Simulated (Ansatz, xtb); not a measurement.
# Isomers of C5H6OS in order of energy

5 gas-phase structures of C5H6OS, from a drawn sample of its isomers (lower ones may exist). Each was relaxed with GFN2-xTB; where two conformers were screened, the lower at r2SCAN-D4/def2-SVP is listed:

A. `C/C=C(\O)C#CS`, a singlet
B. `C/C=C(/O)C#CS`, a singlet
C. `C/C=C(/O)C=C=S`, a singlet
D. `CCC(=O)C#CS`, a singlet
E. `CCC(=O)C=C=S`, a singlet

Make a reasoned guess at their ranking by r2SCAN-D4/def2-SVP single-point energy.

Calculated order at r2SCAN-D4/def2-SVP: E (0.0), C (70.1), D (104.9), B (159.9), A (160.9) kJ/mol. Less than 1 kcal/mol parts B and A, so the order within that pair means little.

Energies above the lowest of each column, in kJ/mol; the last columns are at B3LYP-D3(BJ)/def2-SVP geometries and were run for some of them only (a dash: not run or not comparable):

| structure | GFN2-xTB | HF/STO-3G | r2SCAN-D4/def2-SVP | B3LYP-D3(BJ)/def2-SVP | CCSD(T)/def2-SVP + ΔMP2/def2-TZVPP |
| --- | --- | --- | --- | --- | --- |
| E | 0.0 | 0.0 | 0.0 | 0.0 | 0.0 |
| C | 45.5 | 79.0 | 70.1 | 66.6 | 58.7 |
| D | 63.8 | 16.5 | 104.9 | – | – |
| B | 93.7 | 87.5 | 159.9 | – | – |
| A | 98.1 | 92.0 | 160.9 | – | – |

Every level run on E puts it lowest or level with the lowest. Some further structures that were screened fall inside this span and aren't listed. Flexible structures stand in one conformer each, not always the lowest. Frequencies (GFN2-xTB) were run for C, E alone. The ΔMP2 step shifts differences by up to 12.9 kJ/mol, which makes them less sure. ΔMP2 is the change of the MP2 energy from the smaller to the larger basis.

Over these structures GFN2-xTB departs from r2SCAN-D4/def2-SVP by 21.3 kJ/mol on average once a common shift is removed. A GFN2-xTB relaxation took about 0.075 s and the r2SCAN-D4/def2-SVP energy about 3 s on a shared host (Ansatz 0.2.0, xtb 6.7.1).
